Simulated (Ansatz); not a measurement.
`ClB1N[SiH2]1`, charge 0, multiplicity 1.

(1) Give a relaxed structure at PBE0-D4/def2-TZVP (the Gaussian-basis code of Ansatz). (Best estimate.)

Answers

(1) Computed: 
```xyz
7

Cl   -0.6319    2.4736    1.1344
B    -0.2864    0.9238    0.4368
N     0.8217    0.3028   -0.0950
Si   -0.4863   -0.8711   -0.2151
H     1.7939    0.5112   -0.2661
H    -0.3198   -2.1008    0.6006
H    -0.8911   -1.2395   -1.5956
```
Point group Cs.
